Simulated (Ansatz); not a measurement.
Stepwise reaction of `[NH]=[Nb]([NH2])([NH2])[NH2]` with hydrogen chloride, as a gas-phase model of exchange steps in deposition or etching. ΔE in kJ/mol; ΔG adds harmonic PBE0-D4 terms to CCSD(T)/CBS, at 1 bar.

Isolated molecules relaxed with PBE0-D4/def2-TZVP in Ansatz; ΔE leaves out vibrations. CBS: MP2 limit from def2 TZ/QZ plus the TZ coupled-cluster correction, frozen cores. This one scheme is used for every species. Functionals use def2-TZVPP. B3LYP here is the variant with VWN-RPA as its local correlation; programs differ in this. def2 core potentials past Kr. For Nb outer-core shells are correlated without core-valence functions, which leaves a few kJ/mol of doubt a bond. Each species was taken in one conformer, which may not be the lowest.

```
step                                                                    reaction  PBE-D4  B3LYP-D4  ωB97M-V  CCSD(T)/CBS  ΔG(400 K)
   1  `[NH]=[Nb]([NH2])([NH2])[NH2]` + HCl → `[NH]=[Nb]([NH2])([NH2])[Cl]` + NH₃  -107.4    -108.0   -107.2       -109.2     -100.2
   2    `[NH]=[Nb]([NH2])([NH2])[Cl]` + HCl → `[NH]=[Nb]([NH2])([Cl])[Cl]` + NH₃   -84.1     -84.3    -83.4        -84.9      -76.0
   3      `[NH]=[Nb]([NH2])([Cl])[Cl]` + HCl → `[NH]=[Nb]([Cl])([Cl])[Cl]` + NH₃   -58.5     -58.0    -56.2        -56.7      -46.9
```

Question: By hand: ΔE of the 3 steps together at CCSD(T)/CBS.

Answer: (-109.2) + (-84.9) + (-56.7) = -250.8 kJ/mol, or -83.6 kJ/mol a step.

In ΔE each step is higher than the one before. All are downhill at CCSD(T)/CBS. ΔG lies between -100.2 and -46.9 kJ/mol a step. PBE-D4 differs from CCSD(T)/CBS by -1.8 to 1.8 kJ/mol a step. Isolated molecules leave out the surface, adducts and barriers. Largest T1 diagnostic: 0.020.
